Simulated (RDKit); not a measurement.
Input file for RDKit: UFF on CH9NSi (a complex).

```python
from rdkit import Chem
from rdkit.Chem import AllChem, rdDetermineBonds

blocks = [
'''4

N     0.41452016   -0.62546238   -0.36335327
H     1.29003088   -0.52808686    0.13769779
H    -0.09299095    0.24524254   -0.25634220
H    -0.12212494   -1.34702964    0.10398364
''',
'''8

C    -0.41786283    0.59160970    4.97034588
Si   -0.13626421    0.17986968    3.16249084
H    -0.98999121   -0.19570287    5.46464779
H    -0.97091293    1.52691457    5.07498258
H     0.53171743    0.70039981    5.49759175
H     0.61538381   -1.09159312    3.02769618
H     0.64094831    1.25420605    2.49807074
H    -1.43066567    0.03427710    2.45323637
''',
]
mol = None
for b in blocks:
    f = Chem.MolFromXYZBlock(b)
    rdDetermineBonds.DetermineBonds(f, charge=0)
    mol = f if mol is None else Chem.CombineMols(mol, f)
Chem.SanitizeMol(mol)
print(Chem.MolToSmiles(Chem.RemoveHs(mol)))
ff = AllChem.UFFGetMoleculeForceField(mol, vdwThresh=100.0, ignoreInterfragInteractions=False)
e = ff.CalcEnergy()
print(f'UFF energy {e:.6f} kcal/mol')
```

Program output:

```
C[SiH3].N
UFF energy 0.855520 kcal/mol
```

The run finished.

Cost: very roughly 0.020 core-seconds.
